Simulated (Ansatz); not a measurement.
`[OH][Sn]([OH])([Cl])[Cl]` + HBr → `[OH][Sn]([Cl])([Cl])[Br]` + H₂O  (ligand exchange at the Sn–O bond)

Isolated molecules relaxed with PBE0-D4/def2-TZVP in Ansatz; ΔE leaves out vibrations. CCSD(T)/CBS adds triple-zeta CCSD(T) − MP2 to the extrapolated MP2 energy (def2 sets, frozen cores). This one scheme is used for every species. Functionals use def2-TZVPP. def2 core potentials past Kr. For Br, Sn outer-core shells are correlated without core-valence functions, which leaves a few kJ/mol of doubt a bond. Scalar relativity is left out up to krypton. One conformer a species, not always the lowest.

```csv
species,CAM-B3LYP-D4 energy (Eh)
`[OH][Sn]([OH])([Cl])[Cl]`,-1286.55609
HBr,-2574.88422
`[OH][Sn]([Cl])([Cl])[Br]`,-3785.02803
H₂O,-76.43873
```

Question: Work out ΔE.

Answer: ΔE = (-3785.02803) + (-76.43873) − (-1286.55609) − (-2574.88422) = -0.02645 Eh = -69.4 kJ/mol. CCSD(T)/CBS gives -77.5 kJ/mol.

Largest T1 diagnostic among the species: 0.013.

In def2-TZVPP, CCSD(T) changes the Hartree–Fock value by +8.8 kJ/mol (the triples alone add +0.9 kJ/mol) and MP2 by +3.2 kJ/mol. From PBE to PBE0 (25 % exact exchange), in def2-TZVPP and without D4, ΔE moves by −5.5 kJ/mol. At CCSD(T), def2-SVP lies +8.1 kJ/mol from the extrapolated value and def2-TZVPP +8.8 kJ/mol.
